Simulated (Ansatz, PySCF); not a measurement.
This Ansatz (a first-principles code) input computes a B3LYP/def2-TZVPD energy:

Ansatz 0.2 input:
```yaml
crystal:
  periodic: [false, false, false]
  atoms:
    - {symbol: B, position_ang: [0.65678771, 0.52264725, 0.14110167]}
    - {symbol: F, position_ang: [1.16914149, 1.25053842, -0.82098580]}
    - {symbol: C, position_ang: [-0.55529726, -0.43707369, -0.13540889]}
    - {symbol: F, position_ang: [-0.97676597, -1.13610807, 0.99175585]}
    - {symbol: H, position_ang: [-0.27938564, -1.16432713, -0.91029487]}
    - {symbol: H, position_ang: [-1.40414894, 0.14365984, -0.51969064]}
basis:
  gaussian:
    orbitals: def2-TZVPD
hamiltonian:
  xc: {name: B3LYP}
magnetization: {spin_polarized: true, initial_magnetization: 1}
output: {forces: true}
```

Question: Write an input for the same energy in PySCF and say what it gives.

Answer: 
```python
from pyscf import gto, scf, dft

mol = gto.M(
    atom='''
    B     0.65678771    0.52264725    0.14110167
    F     1.16914149    1.25053842   -0.82098580
    C    -0.55529726   -0.43707369   -0.13540889
    F    -0.97676597   -1.13610807    0.99175585
    H    -0.27938564   -1.16432713   -0.91029487
    H    -1.40414894    0.14365984   -0.51969064
    ''',
    basis='def2-tzvpd',
    charge=0,
    spin=1,
    verbose=4,
)

mf = dft.UKS(mol, xc='b3lyp').density_fit(auxbasis='def2-universal-jkfit')
mf.grids.level = 3
mf.conv_tol = 1e-9
mf.max_cycle = 100
mf.max_memory = 1500
mf.kernel()
if not mf.converged:
    mf = mf.newton()
    mf.kernel(mf.make_rdm1())
for _ in range(2):
    mo, _, stable, _ = mf.stability(return_status=True)
    if stable:
        break
    mf.kernel(mf.make_rdm1(mo, mf.mo_occ))
mf.analyze()
```
It gives -263.93254 Eh, and Ansatz -263.93249 Eh, a difference of 0.05 mEh, from the treatment of integrals and grids.

It need not be the lowest isomer of its formula.
